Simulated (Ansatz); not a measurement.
The cluster CrF₃. Total charge 0; doublet. Geometry PBE-D4/def2-TZVP.

```xyz
4

Cr    0.000    0.000    0.000
F     0.042    1.534   -0.799
F    -0.844   -1.328   -0.720
F     0.802   -0.206    1.519
```

The 6-31G sets use Cartesian d functions. At HF/6-31G, HF/def2-TZVP, PBE-D4/def2-TZVPD, r2SCAN-D4/def2-TZVPD and others the charge 0 doublet is spin-contaminated (final ⟨S²⟩ up to 1.76, 0.75 for a pure state). The geometry of the doublet was relaxed on an unsound state (⟨S²⟩ 1.75, where a pure state has 0.75). At PBE0-D4/def2-TZVP a quartet of charge 0 lies 0.83 eV below the doublet, each at its own geometry. The structure comes from a short search, and lower isomers may exist.

Estimate the α-spin orbital energies around the gap (eV) in Ansatz with HF/6-31G, HF/def2-TZVP, PBE-D4/def2-TZVPD, r2SCAN-D4/def2-TZVPD, r2SCANh-D4/def2-TZVP.


```json
{"orbital": "HOMO−9", "HF/6-31G": "-20.52", "HF/def2-TZVP": "-20.43", "PBE-D4/def2-TZVPD": "-12.00", "r2SCAN-D4/def2-TZVPD": "-12.39", "r2SCANh-D4/def2-TZVP": "-13.12"}
{"orbital": "HOMO−8", "HF/6-31G": "-18.58", "HF/def2-TZVP": "-18.88", "PBE-D4/def2-TZVPD": "-11.80", "r2SCAN-D4/def2-TZVPD": "-12.16", "r2SCANh-D4/def2-TZVP": "-12.86"}
{"orbital": "HOMO−7", "HF/6-31G": "-18.58", "HF/def2-TZVP": "-18.88", "PBE-D4/def2-TZVPD": "-11.03", "r2SCAN-D4/def2-TZVPD": "-11.59", "r2SCANh-D4/def2-TZVP": "-12.50"}
{"orbital": "HOMO−6", "HF/6-31G": "-18.36", "HF/def2-TZVP": "-18.83", "PBE-D4/def2-TZVPD": "-11.03", "r2SCAN-D4/def2-TZVPD": "-11.59", "r2SCANh-D4/def2-TZVP": "-12.50"}
{"orbital": "HOMO−5", "HF/6-31G": "-17.96", "HF/def2-TZVP": "-18.14", "PBE-D4/def2-TZVPD": "-10.68", "r2SCAN-D4/def2-TZVPD": "-11.08", "r2SCANh-D4/def2-TZVP": "-11.83"}
{"orbital": "HOMO−4", "HF/6-31G": "-17.31", "HF/def2-TZVP": "-17.71", "PBE-D4/def2-TZVPD": "-10.68", "r2SCAN-D4/def2-TZVPD": "-11.08", "r2SCANh-D4/def2-TZVP": "-11.80"}
{"orbital": "HOMO−3", "HF/6-31G": "-17.31", "HF/def2-TZVP": "-17.71", "PBE-D4/def2-TZVPD": "-10.58", "r2SCAN-D4/def2-TZVPD": "-11.03", "r2SCANh-D4/def2-TZVP": "-11.80"}
{"orbital": "HOMO−2", "HF/6-31G": "-16.83", "HF/def2-TZVP": "-17.09", "PBE-D4/def2-TZVPD": "-10.19", "r2SCAN-D4/def2-TZVPD": "-10.60", "r2SCANh-D4/def2-TZVP": "-11.31"}
{"orbital": "HOMO−1", "HF/6-31G": "-16.24", "HF/def2-TZVP": "-16.32", "PBE-D4/def2-TZVPD": "-6.25", "r2SCAN-D4/def2-TZVPD": "-7.05", "r2SCANh-D4/def2-TZVP": "-8.17"}
{"orbital": "HOMO", "HF/6-31G": "-16.24", "HF/def2-TZVP": "-16.32", "PBE-D4/def2-TZVPD": "-6.25", "r2SCAN-D4/def2-TZVPD": "-7.05", "r2SCANh-D4/def2-TZVP": "-8.17"}
{"orbital": "LUMO", "HF/6-31G": "0.66", "HF/def2-TZVP": "0.40", "PBE-D4/def2-TZVPD": "-4.97", "r2SCAN-D4/def2-TZVPD": "-4.47", "r2SCANh-D4/def2-TZVP": "-4.06"}
{"orbital": "LUMO+1", "HF/6-31G": "1.54", "HF/def2-TZVP": "2.06", "PBE-D4/def2-TZVPD": "-4.52", "r2SCAN-D4/def2-TZVPD": "-4.47", "r2SCANh-D4/def2-TZVP": "-4.06"}
{"orbital": "LUMO+2", "HF/6-31G": "1.54", "HF/def2-TZVP": "2.06", "PBE-D4/def2-TZVPD": "-4.52", "r2SCAN-D4/def2-TZVPD": "-4.34", "r2SCANh-D4/def2-TZVP": "-3.88"}
{"orbital": "LUMO+3", "HF/6-31G": "1.75", "HF/def2-TZVP": "3.14", "PBE-D4/def2-TZVPD": "-0.88", "r2SCAN-D4/def2-TZVPD": "-0.27", "r2SCANh-D4/def2-TZVP": "0.05"}
{"orbital": "LUMO+4", "HF/6-31G": "2.97", "HF/def2-TZVP": "4.39", "PBE-D4/def2-TZVPD": "-0.13", "r2SCAN-D4/def2-TZVPD": "0.27", "r2SCANh-D4/def2-TZVP": "2.19"}
{"orbital": "LUMO+5", "HF/6-31G": "2.97", "HF/def2-TZVP": "4.39", "PBE-D4/def2-TZVPD": "0.39", "r2SCAN-D4/def2-TZVPD": "0.91", "r2SCANh-D4/def2-TZVP": "3.41"}
{"orbital": "β HOMO", "HF/6-31G": "-15.59", "HF/def2-TZVP": "-15.47", "PBE-D4/def2-TZVPD": "-6.13", "r2SCAN-D4/def2-TZVPD": "-6.76", "r2SCANh-D4/def2-TZVP": "-7.72"}
{"orbital": "β LUMO", "HF/6-31G": "1.61", "HF/def2-TZVP": "1.28", "PBE-D4/def2-TZVPD": "-4.09", "r2SCAN-D4/def2-TZVPD": "-3.96", "r2SCANh-D4/def2-TZVP": "-3.52"}
```
